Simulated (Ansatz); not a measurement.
Ideal-gas functions of CH$_{4}$S$_{2}$Sn (`C[S][Sn][SH]`) at 400 K and 1 bar, from an Ansatz frequency run at PBE0-D4/def2-TZVP.

Molar mass 198.89 g/mol, point group Cs (symmetry number 1), electronic degeneracy 1, moments of inertia 182.21, 284.333, 463.322 u Å². Harmonic wavenumbers (cm⁻¹, unscaled): 88, 141, 148, 190, 273, 328, 330, 589, 734, 957, 960, 1337, 1469, 1473, 2724, 3058, 3149, 3151.

Use S(trans) = R[1.5 ln M + 2.5 ln T − 1.1517]; rotational temperatures θ = 24.2544 K / I; S(rot) = R[ln(√π/σ · √(T³/θAθBθC)) + 1.5]; for each mode x = 1.438777 ν̃/T, S = R[x/(eˣ − 1) − ln(1 − e⁻ˣ)] and H = RT x/(eˣ − 1); 1 cm⁻¹ = 0.0119627 kJ/mol; R = 8.31446 J/(mol·K).

By hand: the entropy, in J/(mol·K).

Translation 181.0. Rotation: θ = 0.1331, 0.0853, 0.0523 K, giving 122.8. Vibration, mode by mode: 17.91, 14.05, 13.65, 11.64, 8.79, 7.41, 7.36, 3.47, 2.30, 1.22, 1.21, 0.40, 0.27, 0.26, 0.00, 0.00, 0.00, 0.00, in all 89.9. Electronic 0.0. Sum 393.7 J/(mol·K).

By hand: H − E and G − E in kJ/mol, counted from the electronic energy.

Zero-point energy ½ × 21099 × 0.0119627 = 126.2; thermal vibration 18.4; translation, rotation and pV give 4 RT = 13.3. H − E = 157.9 kJ/mol, and G − E = 157.9 − 400 × 393.7/1000 = 0.4 kJ/mol.

Vibration gives 23 % of the entropy, 45.6 J/(mol·K) of it from the modes under 150 cm⁻¹: soft modes count most, and the harmonic formula is weakest for them. The sum counts one conformer and one mirror image; others add a mixing term.
